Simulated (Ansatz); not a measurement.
Ideal-gas functions of CH$_{5}$AlOSi, SMILES `C[SiH]1[O][AlH]1` at 600 K and 1 bar, from an Ansatz frequency run at PBE0-D4/def2-TZVP.

Molar mass 88.12 g/mol, point group C1 (symmetry number 1), electronic degeneracy 1, moments of inertia 41.433, 182.75, 189.731 u Å². Harmonic wavenumbers (cm⁻¹, unscaled): 133, 162, 226, 401, 414, 475, 626, 666, 700, 736, 800, 873, 923, 1267, 1438, 1444, 1934, 2177, 3043, 3123, 3148.

Use S(trans) = R[1.5 ln M + 2.5 ln T − 1.1517]; rotational temperatures θ = 24.2544 K / I; S(rot) = R[ln(√π/σ · √(T³/θAθBθC)) + 1.5]; for each mode x = 1.438777 ν̃/T, S = R[x/(eˣ − 1) − ln(1 − e⁻ˣ)] and H = RT x/(eˣ − 1); 1 cm⁻¹ = 0.0119627 kJ/mol; R = 8.31446 J/(mol·K).

Problem. By hand: the entropy, in J/(mol·K).

Solution. Translation 179.2. Rotation: θ = 0.5854, 0.1327, 0.1278 K, giving 116.2. Vibration, mode by mode: 17.85, 16.23, 13.51, 8.95, 8.71, 7.67, 5.68, 5.25, 4.92, 4.59, 4.07, 3.54, 3.22, 1.68, 1.21, 1.20, 0.46, 0.28, 0.05, 0.04, 0.04, in all 109.1. Electronic 0.0. Sum 404.5 J/(mol·K).

Problem. By hand: H − E and G − E in kJ/mol, counted from the electronic energy.

Solution. Zero-point energy ½ × 24709 × 0.0119627 = 147.8; thermal vibration 35.3; translation, rotation and pV give 4 RT = 20.0. H − E = 203.1 kJ/mol, and G − E = 203.1 − 600 × 404.5/1000 = -39.6 kJ/mol.

Vibration gives 27 % of the entropy, 17.9 J/(mol·K) of it from the mode under 150 cm⁻¹: soft modes count most, and the harmonic formula is weakest for them. The sum counts one conformer and one mirror image; others add a mixing term.
